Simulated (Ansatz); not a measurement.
`C[Se][SiH2]Cl` + `N[SiH3]` → `[SiH3]N[SiH2]Cl` + `C[SeH]`  (ligand exchange at the Si–Se bond)

Calculated with Ansatz (gas phase, PBE0-D4/def2-TZVP geometries, no zero-point term in ΔE). CBS: MP2 limit from def2 TZ/QZ plus the TZ coupled-cluster correction, frozen cores. This one scheme is used for every species. For Se outer-core shells are correlated without core-valence functions, which leaves a few kJ/mol of doubt a bond. Scalar relativity is left out up to krypton. One conformer a species, not always the lowest.

`C[Se][SiH2]Cl`:

```xyz
9

C    -0.349   -1.111   -1.103
Se    1.292   -0.121   -0.697
Si    0.426    1.149    0.944
Cl   -0.176    0.033    2.568
H    -0.101   -1.791   -1.915
H    -1.132   -0.427   -1.422
H    -0.664   -1.679   -0.230
H     1.490    2.082    1.376
H    -0.785    1.866    0.480
```

`N[SiH3]`:

Z-matrix (Å, degrees):
```
Si
N 1 1.720
H 1 1.486 2 107.9
H 1 1.494 2 116.0 3 -120.3
H 1 1.486 2 107.9 3 119.4
H 2 1.007 1 119.6 3 -168.6
H 2 1.007 1 119.6 3 49.2
```

`[SiH3]N[SiH2]Cl`:

```xyz
10

Si   -1.153    0.579   -0.904
N     0.164    0.609    0.224
Si    1.170   -0.693    0.681
Cl    0.363   -1.858    2.183
H    -1.049   -0.703   -1.643
H    -2.476    0.657   -0.229
H    -1.055    1.723   -1.848
H     0.235    1.435    0.802
H     1.356   -1.584   -0.482
H     2.445   -0.166    1.216
```

`C[SeH]`:

Z-matrix (Å, degrees):
```
C
Se 1 1.949
H 1 1.088 2 110.6
H 1 1.087 2 110.6 3 -123.3
H 1 1.089 2 106.0 3 118.4
H 2 1.468 1 95.4 3 61.7
```

```
          species  MP2/def2-SVP energy (Eh)
  `C[Se][SiH2]Cl`               -3189.17583
        `N[SiH3]`                -346.45431
`[SiH3]N[SiH2]Cl`               -1095.53944
         `C[SeH]`               -2440.09544
```

Work out ΔE.

ΔE = (-1095.53944) + (-2440.09544) − (-3189.17583) − (-346.45431) = -0.00474 Eh = -12.4 kJ/mol. CCSD(T)/CBS gives -5.5 kJ/mol.

Largest T1 diagnostic among the species: 0.010.

In def2-TZVPP, CCSD(T) changes the Hartree–Fock value by +7.7 kJ/mol (the triples alone add +2.0 kJ/mol) and MP2 by +12.0 kJ/mol. From PBE to PBE0 (25 % exact exchange), in def2-TZVPP and without D4, ΔE moves by −3.1 kJ/mol.
